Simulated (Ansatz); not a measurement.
AsBH5N, SMILES `B[AsH]N`. Total charge 0; spin multiplicity 1.

```tsv
atom	x (Å)	y (Å)	z (Å)
B1	1.168	-0.871	-0.262
As2	-0.614	-0.181	-0.752
N3	-1.040	1.166	0.450
H4	2.007	-0.153	0.197
H5	1.437	-1.990	-0.579
H6	-1.450	-1.310	-0.178
H7	-1.173	2.041	-0.038
H8	-0.335	1.298	1.162
```

(1) List the harmonic frequencies (cm⁻¹, unscaled) at PBE0-D4/def2-TZVP in Ansatz. (An estimate is asked.)

(2) Is this a minimum?

(3) Give the ideal-gas thermochemistry at 298.15 K and 1 bar (rigid rotor, harmonic oscillator; point group C1, symmetry number 1).

(4) And at 400, 500, 600, 800 and 1000 K?

(5) Rotational constants (cm⁻¹)?

Answers

(1) The calculation gave: 162, 214, 338, 404, 580, 617, 700, 734, 834, 926, 998, 1158, 1595, 2215, 2588, 2688, 3555, 3651.

(2) Yes, all 18 modes are real.

(3) Zero-point energy 143.3 kJ/mol; H(298) − E = 159.9 kJ/mol; entropy 303.8 J/(mol·K), of which translation 166.9, rotation 100.7, vibration 36.2; G(298) − E = 69.3 kJ/mol.

(4) 
```json
{"T (K)": "400", "H − E (kJ/mol)": "169.3", "S (J/mol/K)": "330.7", "G − E (kJ/mol)": "37.0"}
{"T (K)": "500", "H − E (kJ/mol)": "179.8", "S (J/mol/K)": "354.1", "G − E (kJ/mol)": "2.7"}
{"T (K)": "600", "H − E (kJ/mol)": "191.3", "S (J/mol/K)": "375.0", "G − E (kJ/mol)": "-33.7"}
{"T (K)": "800", "H − E (kJ/mol)": "216.5", "S (J/mol/K)": "411.2", "G − E (kJ/mol)": "-112.5"}
{"T (K)": "1000", "H − E (kJ/mol)": "244.1", "S (J/mol/K)": "441.9", "G − E (kJ/mol)": "-197.9"}
```

(5) 0.4823, 0.2187, 0.1594.
